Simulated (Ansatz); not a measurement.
```yaml
crystal:
  periodic: [false, false, false]
  atoms:
    - {symbol: C, position_ang: [-0.835858, 1.089100, 0.805263]}
    - {symbol: N, position_ang: [0.146785, 0.191166, 0.248902]}
    - {symbol: C, position_ang: [0.695754, -0.735395, 1.206342]}
    - {symbol: Si, position_ang: [0.376459, 0.049158, -1.437083]}
    - {symbol: O, position_ang: [-0.788933, -0.746829, -2.295495]}
    - {symbol: H, position_ang: [-1.716688, 0.555413, 1.189134]}
    - {symbol: H, position_ang: [-0.409938, 1.666409, 1.636064]}
    - {symbol: H, position_ang: [-1.179439, 1.797192, 0.047980]}
    - {symbol: H, position_ang: [1.458320, -1.361175, 0.738209]}
    - {symbol: H, position_ang: [-0.071841, -1.396584, 1.634521]}
    - {symbol: H, position_ang: [1.168531, -0.200725, 2.040474]}
    - {symbol: H, position_ang: [1.678911, -0.650911, -1.598573]}
    - {symbol: H, position_ang: [0.344153, 1.404080, -2.031853]}
    - {symbol: H, position_ang: [-0.879216, -1.690199, -2.155189]}
basis:
  gaussian: {orbitals: x2c-TZVPPall, fitting: {mean_field: def2-universal-jkfit}}
hamiltonian: {xc: {name: PBE0}, dispersion: d4}
```

```sh
$ ansatz run in.yaml --threads 4 --pin off --events-out ev --progress --plain --max-ram 10444MiB
```

Shortened log:

```
Functional definition: PBE0
594 factors; integrals over basis functions are off by at most 1.1e0 eV
mean field evaluation 1: about -13637.9888 eV, gradient 7.7e1 eV
mean field evaluation 2: about -13623.5803 eV, gradient 1.1e2 eV
mean field evaluation 4: about -13649.3168 eV, gradient 5.1e0 eV
mean field evaluation 8: about -13649.3621 eV, gradient 1.4e-1 eV
mean field evaluation 16: about -13649.3621 eV, gradient 2.4e-5 eV
mean field -13649.36214984 eV, -501.6048071366 hartree, gradient 2.4e-5 eV, S^2 0.000000; 0 other end points of the search recorded, 0 dependent functions left out
reference -13649.36218563 eV, -501.6048084520 hartree; 25, 25 occupied and 267, 267 virtual orbitals, 594 factors
Total energy: -13649.60198085 eV, -501.6136207637 hartree
Relativity: scalar
```

It took 3.1 s on 4 threads of an AMD EPYC 7R13 on a shared host, with 0.47 GiB of host memory at the peak.
